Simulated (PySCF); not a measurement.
Species: GaH6N.
Geometry (PBE0-D3(BJ)/def2-SVP, Å), atoms numbered from 1 in this order:
```xyz
8
GaH6N angstrom
N     -1.0076   -0.0725   -0.0111
Ga     1.1360    0.0796   -0.0029
H     -1.3776    0.0011   -0.9585
H     -1.4319    0.6688    0.5458
H     -1.3167   -0.9647    0.3742
H      1.3731   -0.0747    1.5555
H      1.4604   -1.1639   -0.9289
H      1.2660    1.5267   -0.6338
```

The calculation used PySCF 2.14.0, PBE0-D3(BJ)/def2-SVP geometry optimisation, gas phase.

Question: Which atoms are bound to Ga2, and at what distances?

Answer: 4 atoms: H6 1.584 Å, H8 1.584 Å, H7 1.584 Å, N1 2.149 Å. The nearest atom not counted as bound is H3, at 2.69 Å (others tie with it).

Question: List the angles at Ga2.

Answer: 
| angle | degrees | distance of the outer atoms (Å) |
| --- | --- | --- |
| H6–Ga2–H8 | 117.9 | 2.71 |
| H6–Ga2–H7 | 117.9 | 2.71 |
| H7–Ga2–H8 | 117.9 | 2.71 |
| N1–Ga2–H7 | 98.4 | 2.85 |
| N1–Ga2–H6 | 98.4 | 2.85 |
| N1–Ga2–H8 | 98.3 | 2.85 |

Question: What is the shape at Ga2?

Answer: Distorted tetrahedral: angles from 98.3° to 117.9°; τ4 = (360° − α − β)/141° = 0.88 with α and β the two widest (0 for a square, 1 for a tetrahedron).

Question: What are the other bond lengths?

Answer: N1–H3, N1–H4, N1–H5 1.020 Å.

Question: What are the rotational constants (commonest isotopes, rigid rotor)?

Answer: A = 49759, B = 6859, C = 6858 MHz: a prolate symmetric top.

Point group: C3v (every atom within 0.08 Å of its image). Charge 0, singlet. Stationary, but not proved a minimum.
